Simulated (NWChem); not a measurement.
System: C₂H₆ClFSi; SMILES C(C)[Si@H](Cl)F

Output (shortened):

```
             Northwest Computational Chemistry Package (NWChem) 7.3.0
             --------------------------------------------------------

 C1  symmetry detected

                             Geometry "geometry" -> ""
                             -------------------------

 Output coordinates in angstroms (scale by  1.889725989 to convert to a.u.)

  No.       Tag          Charge          X              Y              Z
 ---- ---------------- ---------- -------------- -------------- --------------
    1 C                    6.0000    -1.02749952     1.93960039     0.64426148
    2 C                    6.0000    -0.35537922     1.46694508    -0.64296166
    3 Si                  14.0000     0.56565625    -0.14026796    -0.49409308
    4 F                    9.0000     1.72722099     0.00819301     0.62947665
    5 Cl                  17.0000    -0.70870166    -1.62971186     0.14791237
    6 H                    1.0000    -1.75718561     1.19977291     1.00700463
    7 H                    1.0000    -1.56115231     2.88986402     0.49195786
    8 H                    1.0000    -0.28980235     2.09581476     1.44596928
    9 H                    1.0000     0.37031572     2.21563765    -1.00924221
   10 H                    1.0000    -1.09462151     1.34312918    -1.45434635
   11 H                    1.0000     1.21347030    -0.58837527    -1.75163910

 Effective nuclear repulsion energy (a.u.)     299.7381844217

  pbe96 is a nonlocal functional; adding pw91lda local functional.

                                 NWChem DFT Module
                                 -----------------

 Summary of "ao basis" -> "ao basis" (spherical)
 ------------------------------------------------------------------------------
       Tag                 Description            Shells   Functions and Types
 ---------------- ------------------------------  ------  ---------------------
 C                        aug-cc-pvdz                9       23   4s3p2d
 Si                       aug-cc-pvdz               11       27   5s4p2d
 F                        aug-cc-pvdz                9       23   4s3p2d
 Cl                       aug-cc-pvdz               11       27   5s4p2d
 H                        aug-cc-pvdz                5        9   3s2p

            General Information
            -------------------
          SCF calculation type: DFT
          Wavefunction type:  closed shell.
          No. of atoms     :    11
          No. of electrons :    58
           Alpha electrons :    29
            Beta electrons :    29
          Charge           :     0
          Spin multiplicity:     1
          Use of symmetry is: off; symmetry adaption is: off
          Maximum number of iterations: 150
          AO basis - number of functions:   177
                     number of shells:    79
          Convergence on energy requested:  1.00D-06
          Convergence on density requested:  1.00D-05
          Convergence on gradient requested:  5.00D-04

              XC Information
              --------------
          PerdewBurkeErnzerhof Exchange Functional  1.000
            Perdew 1991 LDA Correlation Functional  1.000 local
           PerdewBurkeErnz. Correlation Functional  1.000 non-local

             Grid Information
             ----------------
          Grid used for XC integration:  medium
          Radial quadrature: Mura-Knowles
          Angular quadrature: Lebedev.
          Tag              B.-S. Rad. Rad. Pts. Rad. Cut. Ang. Pts.
          ---              ---------- --------- --------- ---------
          C                   0.70       49          15.0       434
          Si                  1.10       88          15.0       590
          F                   0.50       49          14.0       434
          Cl                  1.00       88          16.0       590
          H                   0.35       45          16.0       434
          Grid pruning is: on
          Number of quadrature shells:   593
          Spatial weights used:  Erf1

      Superposition of Atomic Density Guess
      -------------------------------------

 Sum of atomic energies:        -926.03074432

      Non-variational initial energy
      ------------------------------

 Total energy =    -928.165131
 1-e energy   =   -1874.801536
 2-e energy   =     646.898221
 HOMO         =      -0.350343
 LUMO         =       0.018339

------------------------------------------------------------
EAF file 0: "./job.aoints.0" size=770703360 bytes
------------------------------------------------------------
               write      read    awrite     aread      wait
               -----      ----    ------     -----      ----
     calls:     1470         0         0         0         0
   data(b): 7.71e+08  0.00e+00  0.00e+00  0.00e+00
   time(s): 0.00e+00  0.00e+00  0.00e+00  0.00e+00  0.00e+00
rate(mb/s): 0.00e+00  0.00e+00
------------------------------------------------------------

     ---------------------------------------------
      Total Density - Mulliken Population Analysis
     ---------------------------------------------

    Atom       Charge   Shell Charges
 -----------   ------   -------------------------------------------------------
    1 C    6     5.86   2.01  0.73  0.23  0.17  2.04  0.67  0.01  0.05 -0.03
    2 C    6     6.12   2.01  0.73  0.37 -0.04  2.06  0.94 -0.04  0.04  0.05
    3 Si  14    12.52   2.00  2.02  0.71  0.18 -0.03  6.01  0.97  0.34  0.00  0.33 -0.01
    4 F    9     9.80   2.00  0.91  1.02  0.07  3.51  2.16  0.12  0.00  0.01
    5 Cl  17    17.56   2.00  2.02  0.94  0.99  0.06  6.00  3.15  2.33  0.06  0.01  0.01
    6 H    1     1.04   0.70  0.34  0.01  0.03 -0.04
    7 H    1     1.04   0.70  0.35  0.01  0.03 -0.05
    8 H    1     1.04   0.70  0.34  0.01  0.03 -0.04
    9 H    1     1.11   0.68  0.44 -0.00  0.03 -0.04
   10 H    1     1.10   0.68  0.42  0.01  0.03 -0.03
   11 H    1     0.81   0.69  0.09 -0.01  0.01  0.03

   convergence    iter        energy       DeltaE   RMS-Dens  Diis-err
 ---------------- ----- ----------------- --------- --------- ---------
 d= 0,ls=0.0,diis     1   -928.8660148492 -1.23D+03  1.51D-02  8.42D-01
 d= 0,ls=0.0,diis     2   -928.7241064042  1.42D-01  6.03D-03  2.44D+00
 d= 0,ls=0.0,diis     3   -928.9429229881 -2.19D-01  1.80D-03  9.31D-02
 d= 0,ls=0.0,diis     4   -928.9475817029 -4.66D-03  8.36D-04  2.26D-02
 d= 0,ls=0.0,diis     5   -928.9507289359 -3.15D-03  1.22D-04  4.55D-04
  Resetting Diis
 d= 0,ls=0.0,diis     6   -928.9507947233 -6.58D-05  3.25D-05  2.34D-05
 d= 0,ls=0.0,diis     7   -928.9507973133 -2.59D-06  2.39D-05  3.50D-06
 d= 0,ls=0.0,diis     8   -928.9507966571  6.56D-07  1.43D-05  9.08D-06
 d= 0,ls=0.0,diis     9   -928.9507977573 -1.10D-06  1.68D-06  1.48D-07
 d= 0,ls=0.0,diis    10   -928.9507977716 -1.43D-08  3.71D-07  7.89D-09

         Total DFT energy =     -928.950797771612
      One electron energy =    -1878.725878009378
           Coulomb energy =      722.247581807914
    Exchange-Corr. energy =      -72.210685991885
 Nuclear repulsion energy =      299.738184421736

 Numeric. integr. density =       58.000015799008

                       DFT Final Molecular Orbital Analysis
                       ------------------------------------

 Vector   27  Occ=2.000000D+00  E=-3.046886D-01
              MO Center= -5.3D-01, -4.1D-01,  9.9D-02, r^2= 4.2D+00
   Bfn.  Coefficient  Atom+Function         Bfn.  Coefficient  Atom+Function
  ----- ------------  ---------------      ----- ------------  ---------------
   105      0.402167   5 Cl px              134     -0.297203   7 H  s
   108      0.289920   5 Cl px              106     -0.220469   5 Cl py
   125      0.201345   6 H  s                79      0.180486   4 F  py
   133     -0.175473   7 H  s               152      0.176104   9 H  s
     6     -0.167117   1 C  py              109     -0.165544   5 Cl py

 Vector   28  Occ=2.000000D+00  E=-2.949803D-01
              MO Center= -5.5D-01, -1.3D+00,  8.6D-02, r^2= 2.4D+00
   Bfn.  Coefficient  Atom+Function         Bfn.  Coefficient  Atom+Function
  ----- ------------  ---------------      ----- ------------  ---------------
   107      0.537202   5 Cl pz              110      0.401800   5 Cl pz
    50      0.229177   3 Si s               105      0.203566   5 Cl px
   152     -0.178292   9 H  s               108      0.153774   5 Cl px
   125     -0.133594   6 H  s               134      0.125095   7 H  s
    78      0.106411   4 F  px              151     -0.087637   9 H  s

 Vector   29  Occ=2.000000D+00  E=-2.718236D-01
              MO Center= -1.9D-01,  8.4D-02, -3.3D-01, r^2= 4.4D+00
   Bfn.  Coefficient  Atom+Function         Bfn.  Coefficient  Atom+Function
  ----- ------------  ---------------      ----- ------------  ---------------
    29      0.284645   2 C  py              106      0.283853   5 Cl py
   134     -0.275088   7 H  s                59     -0.249351   3 Si py
   109      0.225662   5 Cl py              143      0.223004   8 H  s
   169      0.206467  11 H  s                56     -0.200479   3 Si py
   105     -0.192173   5 Cl px               26     -0.189588   2 C  s

 Vector   30  Occ=0.000000D+00  E=-2.725851D-02
              MO Center= -3.4D-01,  1.2D+00,  1.6D-01, r^2= 1.2D+01
   Bfn.  Coefficient  Atom+Function         Bfn.  Coefficient  Atom+Function
  ----- ------------  ---------------      ----- ------------  ---------------
     4      0.954990   1 C  s               162     -0.551817  10 H  s
   153     -0.536686   9 H  s                50     -0.461306   3 Si s
   135     -0.448428   7 H  s                36     -0.307236   2 C  pz
     3      0.288844   1 C  s               126     -0.280898   6 H  s
   134     -0.276169   7 H  s                62      0.262865   3 Si py

 Vector   31  Occ=0.000000D+00  E=-1.758077D-02
              MO Center=  4.4D-01, -3.2D-01, -6.7D-01, r^2= 8.5D+00
   Bfn.  Coefficient  Atom+Function         Bfn.  Coefficient  Atom+Function
  ----- ------------  ---------------      ----- ------------  ---------------
    50      0.545025   3 Si s                61     -0.447628   3 Si px
    62     -0.413328   3 Si py               51      0.394536   3 Si s
     4     -0.347888   1 C  s               171     -0.341708  11 H  s
   126      0.335791   6 H  s                59     -0.296437   3 Si py
    55     -0.247261   3 Si px              100     -0.230545   5 Cl s

 Vector   32  Occ=0.000000D+00  E=-1.463327D-02
              MO Center=  3.5D-02,  7.0D-01, -1.8D+00, r^2= 9.5D+00
   Bfn.  Coefficient  Atom+Function         Bfn.  Coefficient  Atom+Function
  ----- ------------  ---------------      ----- ------------  ---------------
    51      1.205787   3 Si s                27      1.000768   2 C  s
   162     -0.742792  10 H  s               171     -0.726899  11 H  s
   153     -0.685625   9 H  s                 4     -0.400935   1 C  s
    50      0.345647   3 Si s               152     -0.342127   9 H  s
    35      0.339495   2 C  py               61      0.329930   3 Si px

------------------------------------------------------------
EAF file 0: "./job.aoints.0" size=936902656 bytes
------------------------------------------------------------
               write      read    awrite     aread      wait
               -----      ----    ------     -----      ----
     calls:     1787         9         0     16074     16074
   data(b): 9.37e+08  4.72e+06  0.00e+00  8.43e+09
   time(s): 0.00e+00  0.00e+00  0.00e+00  0.00e+00  0.00e+00
rate(mb/s): 0.00e+00  0.00e+00
------------------------------------------------------------

     ---------------------------------------------
      Total Density - Mulliken Population Analysis
     ---------------------------------------------

    Atom       Charge   Shell Charges
 -----------   ------   -------------------------------------------------------
    1 C    6     5.32   2.02  0.65  0.28  0.23  2.15  0.05 -0.03  0.05 -0.06
    2 C    6     5.39   2.02  0.65  0.40 -0.05  2.14  0.27 -0.10  0.04  0.02
    3 Si  14    13.36   2.00  2.05  0.78  0.23 -0.03  6.02  1.39  0.42 -0.01  0.51  0.02
    4 F    9     9.57   2.01  0.89  1.03  0.16  3.33  1.98  0.17  0.00  0.01
    5 Cl  17    17.36   2.00  2.05  0.94  0.97  0.07  6.01  3.10  2.09  0.09  0.02  0.01
    6 H    1     1.22   0.77  0.46  0.02  0.03 -0.05
    7 H    1     1.25   0.77  0.49  0.02  0.03 -0.07
    8 H    1     1.23   0.77  0.47  0.02  0.03 -0.06
    9 H    1     1.34   0.76  0.61  0.00  0.03 -0.06
   10 H    1     1.34   0.76  0.59  0.01  0.03 -0.06
   11 H    1     0.61   0.74 -0.14 -0.02  0.01  0.02

     -------------------------------------------
      Total Density - Lowdin Population Analysis
     -------------------------------------------

    Atom       Charge   Shell Charges
 -----------   ------   -------------------------------------------------------
    1 C    6     5.95   1.86  0.47  0.23  0.07  1.79  0.90  0.12  0.12  0.39
    2 C    6     6.23   1.86  0.48  0.24  0.07  1.81  0.96  0.16  0.10  0.54
    3 Si  14    13.55   1.99  1.65  0.59  0.21  0.07  5.86  1.18  0.59  0.08  0.69  0.63
    4 F    9     9.25   1.92  0.91  0.76  0.13  3.18  1.97  0.31  0.00  0.06
    5 Cl  17    16.83   2.00  1.77  1.00  0.72  0.15  5.97  2.92  1.95  0.25  0.01  0.09
    6 H    1     1.02   0.53  0.17  0.03  0.07  0.23
    7 H    1     1.02   0.53  0.17  0.03  0.07  0.22
    8 H    1     1.02   0.53  0.17  0.03  0.07  0.22
    9 H    1     1.03   0.53  0.17  0.03  0.07  0.23
   10 H    1     1.03   0.53  0.17  0.03  0.07  0.23
   11 H    1     1.08   0.58  0.29  0.05  0.02  0.14

     Multipole analysis of the density
     ---------------------------------

     L   x y z        total         alpha         beta         nuclear
     -   - - -        -----         -----         ----         -------
     0   0 0 0      0.000000    -29.000000    -29.000000     58.000000

     1   1 0 0     -0.272017     -0.136008     -0.136008      0.000000
     1   0 1 0      0.684616      0.342308      0.342308     -0.000000
     1   0 0 1     -0.497563     -0.248781     -0.248781      0.000000

     2   2 0 0    -34.833451   -116.293385   -116.293385    197.753319
     2   1 1 0     -0.600249      8.672497      8.672497    -17.945242
     2   1 0 1     -1.034552      3.722375      3.722375     -8.479301
     2   0 2 0    -33.036744   -198.917077   -198.917077    364.797411
     2   0 1 1     -0.313660     -2.404404     -2.404404      4.495148
     2   0 0 2    -33.199856    -55.659448    -55.659448     78.119040
```

Level: PBE/aug-cc-pVDZ. Coordinates come from a PBE0/def2-SVP optimisation.

Question: Which NWChem input produces such a log?

Answer: Several could match; the one computed here: the input that was run:
```
start job
memory heap 200 mb stack 900 mb global 1100 mb
geometry units angstroms noautoz
  C     -0.962750     1.980641     0.651400
  C     -0.280120     1.500108    -0.627348
  Si     0.566679    -0.147943    -0.484305
  F      1.705498    -0.068548     0.669155
  Cl    -0.786277    -1.590640     0.101133
  H     -1.732439     1.267537     0.983711
  H     -1.450938     2.955619     0.502830
  H     -0.238998     2.091493     1.473124
  H      0.486053     2.222299    -0.963137
  H     -1.003777     1.421844    -1.458221
  H      1.225361    -0.603377    -1.733546
end
basis spherical
  * library aug-cc-pvdz
end
dft
  xc xpbe96 cpbe96
  iterations 150
  semidirect filesize 400000000
  mulliken
end
task dft energy
```
